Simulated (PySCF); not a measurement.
**Potential energy of LaC along the bond**

Set-up: basis La def2-TZVPP with ECP46, C def2-TZVPP; scalar-relativistic core potentials; PySCF 2.14. Energies in eV from La (5d1 6s2) + C in their ground configurations at the same level. State: quartet, about 0.1 electrons in the 4f shell (Mulliken).

All columns are ωB97M-V. A positive dipole means La(−)C(+).

```
R (Å)  E (eV)  μ (D)  Mulliken charge on La (basis-dependent)  HOMO (eV)  LUMO (eV)  Mayer bond order  ⟨S²⟩
1.833  -2.469  -2.33                                     0.28      -5.13      -1.14              2.34  3.76
1.919  -3.103  -2.99                                     0.31      -5.23      -0.86              2.27  3.76
2.004  -3.466  -3.64                                     0.35      -5.33      -0.62              2.21  3.76
2.068  -3.599  -4.12                                     0.37      -5.40      -0.47              2.16  3.77
2.132  -3.637  -4.57                                     0.39      -5.47      -0.44              2.12  3.78
2.196  -3.602  -4.99                                     0.40      -5.53      -0.53              2.06  3.79
2.281  -3.472  -5.47                                     0.41      -5.60      -0.67              1.97  3.84
2.388  -3.237  -5.75                                     0.42      -5.63      -0.82              1.73  4.00
2.516  -2.941  -5.80                                     0.44      -5.64      -0.91              1.39  4.25
2.686  -2.559  -6.09                                     0.48      -5.71      -1.00              1.09  4.46
```

A fit through these points gives, at Re = 2.131 Å, μ = -4.56 D and dμ/dR = -6.90 D/Å; the reduced mass is 11.05 u.

Q: How strong is the fundamental in the double-harmonic approximation, I = 42.26·(dμ/dR)²/μred km/mol?

A: I = 42.26·(-6.90)²/11.05 = 182 km/mol at ωB97M-V.

⟨S²⟩ of the unrestricted solution departs from its pure value on part of the curve, where spin states mix. Spin–orbit coupling is left out, which matters for elements this heavy, above all for dissociation energies. The state is the lowest single determinant that the PBE0 search found; with open d or f shells the true ground state can be another one.
